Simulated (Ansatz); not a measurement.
Relaxation of CH$_{6}$ClNOSi (11 atoms, charge 0, multiplicity 1), to a largest force component of 0.015 eV/Å in at most 40 steps.

Method: Ansatz 0.2.0, RHF/STO-3G.

```xyz
11
Properties=species:S:1:pos:R:3:forces:R:3
N -1.179 1.017 0.490 -2.28 5.05 0.78
Si -0.515 -0.357 -0.121 1.35 -3.17 -1.34
O -0.435 -0.012 -1.749 1.07 -0.43 -1.00
C 1.167 -0.772 0.682 -4.37 -1.35 2.01
Cl 2.324 0.425 0.216 2.51 2.01 -0.61
H -0.632 1.875 0.268 -0.09 -0.81 0.67
H -2.060 1.220 -0.039 0.68 -0.48 1.03
H -1.472 -1.405 0.062 0.42 -0.04 -0.08
H 0.390 0.501 -1.965 -0.58 -0.42 0.34
H 1.466 -1.755 0.379 0.64 -0.53 -0.19
H 1.011 -0.794 1.798 0.65 0.18 -1.61
```

Problem. Where does it end, and by what steps?

Solution. The forces met the threshold. Limits of this set-up: minimal basis. After 9 steps the energy has fallen by 0.757 eV; O3 moved furthest, 0.31 Å.

```
step  energy less start (eV)  largest force component (eV/Å)  accepted
   0                  0.0000                           5.046       yes
   1                 -0.6573                           1.272       yes
   2                 -0.7423                           0.292       yes
   3                 -0.7516                           0.237       yes
   4                 -0.7548                           0.113       yes
   5                 -0.7566                           0.084       yes
   6                 -0.7571                           0.044       yes
   7                 -0.7573                           0.035       yes
   8                 -0.7574                           0.020       yes
   9                 -0.7574                           0.008       yes
```

```xyz
11
Properties=species:S:1:pos:R:3
N -1.187 1.065 0.491
Si -0.554 -0.372 -0.221
O -0.291 -0.263 -1.866
C 1.065 -0.743 0.656
Cl 2.331 0.503 0.235
H -0.585 1.888 0.480
H -2.116 1.353 0.185
H -1.470 -1.440 -0.024
H 0.433 0.382 -2.030
H 1.482 -1.708 0.376
H 0.959 -0.721 1.737
```

Whether the end is a true minimum wasn't checked by a vibrational analysis.

Run time: 16 s on 1 thread of Arm Neoverse V2, with other jobs on the host, peak memory 0.16 GiB.
